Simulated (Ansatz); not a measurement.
Consider the redistribution: `C[O][GeH]([Cl])[S]C` + `CO[SiH2][SeH]` → `C[O][GeH]([Cl])[SeH]` + `CO[SiH2]SC`.

Program: Ansatz. Geometries: PBE0-D4/def2-TZVP. ΔE: electronic, gas phase. CCSD(T)/CBS adds triple-zeta CCSD(T) − MP2 to the extrapolated MP2 energy (def2 sets, frozen cores). DFT in def2-TZVPP. For Ge, Se outer-core shells are correlated without core-valence functions, which leaves a few kJ/mol of doubt a bond. Scalar relativity is left out up to krypton. One conformer a species, not always the lowest.

`C[O][GeH]([Cl])[S]C`:

Z-matrix (Å, degrees):
```
C
O 1 1.413
H 1 1.092 2 107.6
H 1 1.095 2 111.3 3 -119.0
H 1 1.096 2 111.9 3 119.4
Ge 2 1.763 1 119.8 3 -171.2
S 6 2.198 2 111.0 1 57.6
Cl 6 2.148 2 109.5 1 -58.4
H 6 1.530 2 104.8 1 -177.0
C 7 1.819 6 97.7 2 60.1
H 10 1.090 7 111.4 6 64.5
H 10 1.089 7 111.3 6 -58.8
H 10 1.090 7 106.2 6 -177.3
```

`CO[SiH2][SeH]`:

Cartesian coordinates in Å:
```
C -1.645 0.424 0.047
O -0.274 0.674 -0.177
Si 0.833 -0.530 -0.287
Se 2.919 0.342 -0.308
H -2.115 -0.028 -0.834
H -1.800 -0.240 0.905
H -2.134 1.377 0.251
H 0.651 -1.461 0.859
H 0.712 -1.276 -1.567
H 2.852 0.718 1.110
```

`C[O][GeH]([Cl])[SeH]`:

Z-matrix (Å, degrees):
```
C
O 1 1.413
H 1 1.091 2 107.5
H 1 1.096 2 111.7 3 119.0
H 1 1.095 2 111.5 3 -118.9
Ge 2 1.759 1 120.3 3 -175.3
Se 6 2.346 2 112.2 1 55.1
Cl 6 2.154 2 107.9 1 -63.3
H 6 1.527 2 105.6 1 178.6
H 7 1.468 6 91.4 2 -96.5
```

`CO[SiH2]SC`:

```xyz
13

C    -0.271    0.072   -2.113
O    -0.414    0.917   -0.993
Si   -1.164    0.451    0.389
S    -0.239   -1.211    1.327
C     1.363   -0.460    1.745
H     0.260   -0.849   -1.852
H    -1.246   -0.196   -2.536
H     0.301    0.608   -2.871
H    -1.105    1.650    1.258
H    -2.556   -0.004    0.131
H     1.950   -1.225    2.251
H     1.230    0.388    2.417
H     1.892   -0.141    0.848
```

```tsv
level	ΔE (kJ/mol)
B2PLYP	-14.7
PBE	-15.6
CCSD(T)/def2-TZVPP	-13.1
HF/CBS(def2)	-12.3
```

Q: What does CCSD(T)/CBS give? (An estimate is asked.)

A: Computed: -12.9 kJ/mol. The listed levels differ from it by -1.8, -2.7, -0.2, 0.6 kJ/mol.

Largest T1 diagnostic among the species: 0.011.
